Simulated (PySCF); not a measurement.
BH9Si3, SMILES [SiH3]B([SiH3])[SiH3]. Geometry optimised at PBE-D3(BJ)/def2-SVP.

Computed equilibrium geometry at PBE-D3(BJ)/def2-SVP (PySCF confirms it by a frequency run) as a Z-matrix, and its point group:
point group Cs.
```
B
Si 1 2.0074
H 2 1.5073 1 115.08
H 2 1.5073 3 108.98 1 130.98
H 2 1.5167 3 107.30 4 115.88
Si 1 2.0081 2 119.09 3 -24.08
H 6 1.5067 1 115.46 2 -153.75
H 6 1.5077 7 108.84 1 -129.79
H 6 1.5159 7 107.53 8 -115.62
Si 1 2.0081 2 119.09 3 152.07
H 10 1.5067 1 115.46 2 153.75
H 10 1.5077 11 108.84 1 129.79
H 10 1.5159 11 107.53 12 115.62
```
